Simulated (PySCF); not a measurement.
An excited-state job on `[K][K]`.

Computed with TDDFT CAM-B3LYP/def2-SVPD, vertical, gas phase, core orbitals frozen in the response (PySCF 2.14.0, density-fitted response routines). Geometry: GFN2-xTB. A driver script takes a list of jobs; this job's settings line and coordinates (Å) are shown.

Input:
```
{"job": {"kind": "uv", "xc": "CAM-B3LYP", "basis": "def2-SVPD", "nstates": 8, "ntriplets": 3}, "charge": 0, "multiplicity": 1}
K      1.696469    -0.002568    -0.003230
K     -1.693712     0.003836    -0.010919
```

Output:
```
coarse grid: 4824 points
cycle   1  E = -1199.7372241465  dE = -4.515e-02  |g| = 4.998e-02  |ddm| = 1.326e+00
cycle   2  E = -1199.7380491407  dE = -8.250e-04  |g| = 1.433e-02  |ddm| = 1.006e-01
cycle   3  E = -1199.7381701546  dE = -1.210e-04  |g| = 4.000e-03  |ddm| = 4.741e-02
cycle   4  E = -1199.7381817159  dE = -1.156e-05  |g| = 2.481e-04  |ddm| = 1.664e-02
cycle   5  E = -1199.7381818482  dE = -1.323e-07  |g| = 5.023e-05  |ddm| = 2.690e-03
final grid: 25360 points
cycle   6  E = -1199.7189582394  dE = -8.031e-08  |g| = 4.654e-05  |ddm| = 2.147e-03
cycle   7  E = -1199.7189582428  dE = -3.376e-09  |g| = 1.327e-05  |ddm| = 3.658e-04
cycle   8  E = -1199.7189582433  dE = -5.457e-10  |g| = 3.186e-06  |ddm| = 1.946e-04
converged SCF energy = -1199.7189582433

Static polarisability (au): isotropic 403.554, principal 336.112 336.112 538.439

Singlet excitations
state   eV       nm        f      main configurations
  1   1.7088    725.6   0.68321   H->L 1.01
  2   2.0618    601.3   0.61367   H->L+1 1.00
  3   2.0618    601.3   0.61367   H->L+2 1.00
  4   2.3974    517.2   0.00000   H->L+3 0.86, H->L+6 0.14
  5   2.5464    486.9   0.00000   H->L+5 0.98
  6   2.5464    486.9   0.00000   H->L+4 0.98
  7   2.8916    428.8   0.00000   H->L+6 0.86, H->L+3 0.14
  8   3.2388    382.8   0.03882   H->L+7 1.00

Triplet excitations (Tamm-Dancoff, eV): 0.8476 1.2347 1.2347
```

The SCF starts on a coarse grid where the log names one; the energy can jump when the final grid takes over, and dE then counts from the start density on the new grid. H and L stand for HOMO and LUMO; the number after each pair is its weight.

**Question.** Give S1 in cm⁻¹ and kJ/mol.

**Answer.** 1.7088 eV × 8065.54 = 13782 cm⁻¹; × 96.485 = 164.9 kJ/mol.

Main results: HOMO -3.72 eV, LUMO -0.67 eV; lowest singlet 1.71 eV; lowest triplet 0.85 eV (Tamm–Dancoff); mean polarisability 403.6 au.

Time: 1.2 s of wall time. Hardware: x86-64 server, one thread, shared host.
Labels such as C1 count atoms from 1, the log's own numbers from 0.
